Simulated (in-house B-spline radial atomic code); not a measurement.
## Ba VI (Ba5+): [Kr] 4d10 5s1 5p3 7f1 (an excited or competing configuration)

Computed with a radial B-spline atomic code at the basis-set limit: Dirac-Hartree-Fock, average of configuration, Fermi nucleus of rms radius 4.8378 fm.

Effective charges: Z_r = [3n² - l(l+1)]/(2<r>) from the radius, Z_e = n√(-2ε) from the energy, and Slater's rules. Values are occupation-weighted means over j. An effective charge above Z reflects the relativistic contraction of the inner shells.

```
shell  electrons   ε (eV)  <r> (bohr)    Z_r    Z_e  Slater
   1s          2   -37725     0.02557  58.65  52.66   55.70
   2s          2  -6125.1      0.1092  54.96  42.44   51.85
   2p          6  -5502.7     0.09599  52.09  40.22   51.85
   3s          2  -1391.5      0.2903  46.51  30.34   44.75
   3p          6  -1186.1      0.2884  43.35  28.01   44.75
   3d         10  -882.81      0.2657  39.52  24.17   34.85
   4s          2  -345.32      0.6734  35.64  20.15   28.25
   4p          6  -276.02      0.7128  32.27  18.02   28.25
   4d         10  -170.94      0.7916  26.53  14.18   16.85
   5s          1  -100.91       1.534  24.45  13.62   11.65
   5p          3  -80.544       1.703  21.43  12.17   11.65
   7f          1  -12.635       8.691   7.77   6.75    6.00
```

The least bound orbital is 7f7/2 at -12.63 eV, and it is also the most diffuse (<r> = 8.695 bohr).

Spin-orbit splittings of the orbital energies (j = l + 1/2 above j = l - 1/2 when positive): 2p 383.1 eV, 3p 75.92 eV, 3d 15.95 eV, 4p 16.02 eV, 4d 2.776 eV, 5p 2.824 eV, 7f 0.01066 eV.

For the 1s electron the small component carries 4.28 % of the norm, the zero-frequency Breit interaction raises the level by 97.73 eV, self-energy by 56.65 eV, and vacuum polarisation lowers it by 8.185 eV.

The density falls to 0.001 bohr⁻³ at 3.178 bohr; Σ<r²> = 111.35 bohr² gives, by the non-relativistic formula and without the paramagnetism of open shells, a Langevin diamagnetic susceptibility of -88.19×10⁻⁶ cm³/mol.
